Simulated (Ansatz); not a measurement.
```yaml
crystal:
  periodic: [false, false, false]
  atoms:
    - {symbol: O, position_ang: [-0.179075, 0.880697, 2.590366]}
    - {symbol: Si, position_ang: [0.400236, 0.749303, 1.080913]}
    - {symbol: F, position_ang: [1.364435, -0.511475, 0.930997]}
    - {symbol: S, position_ang: [-1.220288, 0.489815, -0.277027]}
    - {symbol: Si, position_ang: [-0.325566, -0.783322, -1.726006]}
    - {symbol: F, position_ang: [0.935705, -0.071081, -2.395776]}
    - {symbol: H, position_ang: [-0.862159, 0.273319, 2.880531]}
    - {symbol: H, position_ang: [1.193011, 1.957415, 0.820471]}
    - {symbol: H, position_ang: [-1.363809, -0.980656, -2.759944]}
    - {symbol: H, position_ang: [0.140507, -2.055216, -1.141625]}
basis:
  gaussian: {orbitals: def2-mTZVPP, fitting: {mean_field: cc-pVTZ-jkfit}, point_charges: [{charge: 0.50, position_ang: [3.992, -0.527, -0.791]}]}
total_charge: -2
hamiltonian: {xc: {name: wB97X-V}}
```

```sh
$ ansatz run in.yaml --threads 4 --pin off --events-out ev --progress --plain --max-ram 10444MiB
```

Output, abridged:

```
Functional definition: wB97X-V
720 factors; integrals over basis functions are off by at most 2.6e-1 eV
720 factors; integrals over basis functions are off by at most 3.6e-6 eV
mean field evaluation 1: about -34131.1671 eV, gradient 3.6e1 eV
mean field evaluation 2: about -34132.8108 eV, gradient 3.2e1 eV
mean field evaluation 4: about -34134.9712 eV, gradient 2.0e0 eV
mean field evaluation 8: about -34135.0096 eV, gradient 3.2e-1 eV
mean field evaluation 16: about -34135.0161 eV, gradient 2.1e-2 eV
mean field evaluation 32: about -34135.0162 eV, gradient 2.1e-5 eV
mean field -34135.01621063 eV, -1254.4387081958 hartree, gradient 2.1e-5 eV, S^2 0.000000; 2 other end points of the search recorded, 0 dependent functions left out
reference -34135.01620840 eV, -1254.4387081137 hartree; 38, 38 occupied and 135, 135 virtual orbitals, 720 factors
Total energy: -34135.01620840 eV, -1254.4387081137 hartree
```

**Question.** What is wrong with this run?

**Answer.** The charge is far from anything that the molecule holds. Self-consistency was reached. The result belongs to that input, not to the molecule as meant.
